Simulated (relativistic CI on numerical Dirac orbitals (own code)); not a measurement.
**Crystal-field levels of Mn²⁺, 3d5**

Calculated by Dirac-Coulomb-Breit CI, orbitals from a KLI potential per configuration, QED by a radiative potential, valence Slater integrals scaled by 0.9, one configuration in a parametric crystal field (own radial code). With so little scaling, terms lie 10 to 35 % too far apart, which can change the order of excited levels.

Field parameters in Wybourne normalisation: Oh B⁴₀ = 21Dq, B⁴₄ = √(5/14) B⁴₀. The field is a parameter set, without covalency.

S is read from ⟨S²⟩ = S(S + 1).

Levels (cm⁻¹, degeneracy): 0 (2), 0 (4), 2155 (2), 2710 (4), 8278 (4), 8308 (2), 8336 (4), 8384 (2), 15211 (2), 15212 (4), 15247 (4), 15269 (2).

Task: Which field gives this pattern?
A. Oh, 10Dq = 12700 cm⁻¹
B. Oh, 10Dq = 15850 cm⁻¹
C. Oh, 10Dq = 22950 cm⁻¹
D. Oh, 10Dq = 23600 cm⁻¹

Result: C. Oh, 10Dq = 22950 cm⁻¹, ground level with S = 2.50.
